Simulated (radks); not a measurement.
Results of a calculation; reference values are marked as such.
Fractional charge and spin in the 6s shell of lanthanum: the spin-up occupation runs from 0 to 1 and the spin-down occupation from 0 to 1; the fullest corner is La, [Xe] 5d(up 0.5, down 0.5) 6s(up 1, down 1). Code: a radial shooting solver on a logarithmic mesh with Libxc functionals. Model: scalar-relativistic Kohn-Sham, LDA (Slater exchange, Perdew-Wang correlation), spin-polarised, spherical densities, finite nucleus; Fermi nuclear charge, rms radius of each element as measured or else 0.836 A^(1/3) + 0.57 fm. Energy (eV) minus the two flat planes that join the four corners (they meet along the diagonal where the two added fractions sum to one electron); zero is where a piecewise linear energy would lie.

| down \ up | 0 | 0.25 | 0.5 | 0.75 | 1 |
|---|---|---|---|---|---|
| 0 | 0.000 | -0.455 | -0.611 | -0.460 | 0.000 |
| 0.25 | -0.455 | -0.566 | -0.380 | 0.110 | -0.418 |
| 0.5 | -0.611 | -0.380 | 0.146 | -0.352 | -0.556 |
| 0.75 | -0.460 | 0.110 | -0.352 | -0.526 | -0.415 |
| 1 | 0.000 | -0.418 | -0.556 | -0.415 | 0.000 |

Corners above the fullest one (they belong to La+ and the next ion): (up 1, down 0) 6.011 eV, (up 0, down 1) 6.011 eV, (up 0, down 0) 17.304 eV. With half an added electron in each spin the energy lies 0.146 eV from the planes, and with half an added electron in spin up alone -0.611 eV. The planes are only a guide here: the flat-plane condition holds for ground states with one frontier orbital, while this shell lies below other occupied shells, so the corners above the fullest one are inner-hole states and not the ground states of those ions.
